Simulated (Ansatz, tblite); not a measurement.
Removing and adding an electron: `c1csc(-c2ccc(-c3ccc(-c4ccc(-c5ccc(-c6cccs6)s5)s4)s3)s2)c1`. The state is a singlet with charge 0. Geometry: PBE-D4/def2-SVP. Ansatz, gas phase; energy differences of separate SCF runs; the oxidised species was run as a doublet alone; the reduced species was run as a doublet alone.

```xyz
44

C     7.035    0.622   -8.287
C     5.916    0.345   -9.051
S     4.504    0.162   -8.067
C     5.408    0.459   -6.595
C     4.770    0.449   -5.299
C     5.352    0.665   -4.048
C     4.435    0.583   -2.976
C     3.127    0.302   -3.378
C     1.942    0.146   -2.577
C     0.632   -0.136   -2.976
C    -0.281   -0.218   -1.902
C     0.304    0.000   -0.651
C    -0.303   -0.004    0.652
C     0.282    0.214    1.903
C    -0.632    0.134    2.977
C    -1.941   -0.148    2.577
C    -3.126   -0.303    3.378
C    -4.435   -0.584    2.976
C    -5.352   -0.665    4.048
C    -4.770   -0.448    5.298
C    -5.408   -0.457    6.595
C    -6.752   -0.686    6.895
C    -7.036   -0.619    8.286
C    -5.917   -0.340    9.051
S    -4.505   -0.157    8.067
S    -3.054   -0.141    5.123
S    -2.021   -0.313    0.833
S     2.022    0.310   -0.832
S     3.055    0.140   -5.123
C     6.752    0.688   -6.895
H     8.034    0.774   -8.718
H     5.838    0.237  -10.140
H     6.422    0.878   -3.920
H     4.710    0.725   -1.922
H     0.354   -0.279   -4.030
H    -1.352   -0.431   -2.023
H     1.353    0.427    2.024
H    -0.354    0.277    4.030
H    -4.710   -0.726    1.922
H    -6.422   -0.877    3.920
H    -7.506   -0.896    6.125
H    -8.035   -0.771    8.718
H    -5.840   -0.231   10.139
H     7.506    0.896   -6.125
```

The xTB rows come from tblite. Single mean-field runs in def2-TZVP are fitted with def2-universal-jkfit.

```
           level  −HOMO (eV)  vertical IE (eV)  −LUMO (eV)  vertical EA (eV)  HOMO–LUMO gap (eV)  IE − EA (eV)
        GFN1-xTB       10.17             11.62        8.68              7.22                1.48          4.39
PBE-D4/def2-TZVP        4.43              5.84        2.94              1.65                1.49          4.19
```

Task: Estimate the rows for GFN2-xTB, PBE0-D4/def2-TZVP.

Result: 
| level | −HOMO (eV) | vertical IE (eV) | −LUMO (eV) | vertical EA (eV) | HOMO–LUMO gap (eV) | IE − EA (eV) |
| --- | --- | --- | --- | --- | --- | --- |
| GFN2-xTB | 9.58 | 11.00 | 8.14 | 6.75 | 1.44 | 4.24 |
| PBE0-D4/def2-TZVP | 5.12 | 6.07 | 2.41 | 1.54 | 2.71 | 4.53 |

 Raw xTB energy differences between charge states are shifted by several eV; the methods need an empirical correction for them. Sets without diffuse functions give affinities that are too small.
